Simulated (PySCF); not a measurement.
Screening by computed properties: pick the candidate that meets the target.

All species are isolated and taken at one optimised geometry, non-relativistic unless stated. Electronic properties by PySCF.

Dipoles, sizes and rotational constants follow the conformer. The torsions of the flexible species, by atom-mapped SMILES:
- `[CH3:1][C:2]([CH3:3])=[C:4][CH2:5][Cl:6]`: C2–C4–C5–Cl6 1°
- `[CH:1]#[C:2]/[C:3](=[C:4]\[O:5][CH:6]=[O:7])[O:8][CH3:9]`: C3–C4–O5–C6 39°, C4–O5–C6–O7 -5°, C2–C3–O8–C9 9°
- `[CH2:1][C@@:2]([F:3])([Cl:4])[CH2:5][CH3:6]`: C1–C2–C5–C6 65°
- `[CH3:1][CH:2]([CH3:3])/[CH:4]=[C:5]\[Cl:6]`: C1–C2–C4–C5 -119°
- `[CH3:1][CH:2]([CH3:3])/[C:4]=[CH:5]\[Cl:6]`: C1–C2–C4–C5 -62°

Task: Wanted: isotropic g value between 2.0025 and 2.005 (unrestricted B3LYP/pcH-1, mean-field spin–orbit) and smallest rotational constant above 1.5 GHz (GFN2-xTB), at GFN2-xTB geometries. Which candidate meets both?
A. `CC(C)/[C]=C\Cl` [radical]
B. `CC(C)/C=[C]\Cl` [radical]
C. `CC(C)=[C]CCl` [radical]
D. `CO/C(=[C]/OC=O)C#C` [radical]
E. `C[C]1CC(Cl)C1` [radical]
F. `[CH2][C@@](F)(Cl)CC` [radical]

Result: F. Computed values:
| species | isotropic g value | smallest rotational constant |
| --- | --- | --- |
| CC(C)/[C]=C\Cl [radical] | 2.00168 | 1.572 GHz |
| CO/C(=[C]/OC=O)C#C [radical] | 2.00238 | 0.968 GHz |
| C[C]1CC(Cl)C1 [radical] | 2.00269 | 1.457 GHz |
| [CH2][C@@](F)(Cl)CC [radical] | 2.00353 | 1.808 GHz |
| CC(C)/C=[C]\Cl [radical] | 2.00434 | 1.302 GHz |
| CC(C)=[C]CCl [radical] | 2.00521 | 1.161 GHz |
